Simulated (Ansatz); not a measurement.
One change: `N[Si](N)(N)F` becomes `C=N[Si](N)(N)F`.

Ansatz, PBE0-D4/def2-TZVP geometries, multiplicity 1. Each molecule was computed in one conformer, which needn't be the lowest.

| property | `N[Si](N)(N)F` |
| --- | --- |
| HOMO–LUMO gap (PBE0/def2-TZVPP) / eV | 8.34 |
| HOMO energy (PBE0/def2-TZVPP) / eV | -7.48 |
| LUMO energy (PBE0/def2-TZVPP) / eV | 0.86 |
| HOMO energy (PBE/def2-TZVPP) / eV | -5.98 |
| HOMO energy (ωB97M-V/def2-TZVPP) / eV | -9.92 |
| size of the dipole moment (ωB97M-V/def2-TZVPP) / D | 1.30 |

(1) What does the change do to each property? (Estimate.)

Results:

(1) Ansatz gave: 
| property | `C=N[Si](N)(N)F` | shift |
| --- | --- | --- |
| HOMO–LUMO gap (PBE0/def2-TZVPP) / eV | 6.19 | -2.15 |
| HOMO energy (PBE0/def2-TZVPP) / eV | -6.96 | 0.52 |
| LUMO energy (PBE0/def2-TZVPP) / eV | -0.78 | -1.64 |
| HOMO energy (PBE/def2-TZVPP) / eV | -5.50 | 0.48 |
| HOMO energy (ωB97M-V/def2-TZVPP) / eV | -9.33 | 0.59 |
| size of the dipole moment (ωB97M-V/def2-TZVPP) / D | 0.47 | -0.83 |

With PBE0 the HOMO rises by 0.52 eV and the LUMO falls by 1.64 eV, so the gap narrows by about 2.16 eV. PBE moves the HOMO by 0.48 eV and ωB97M-V by 0.59 eV. Dipoles are sizes alone; their direction can turn.
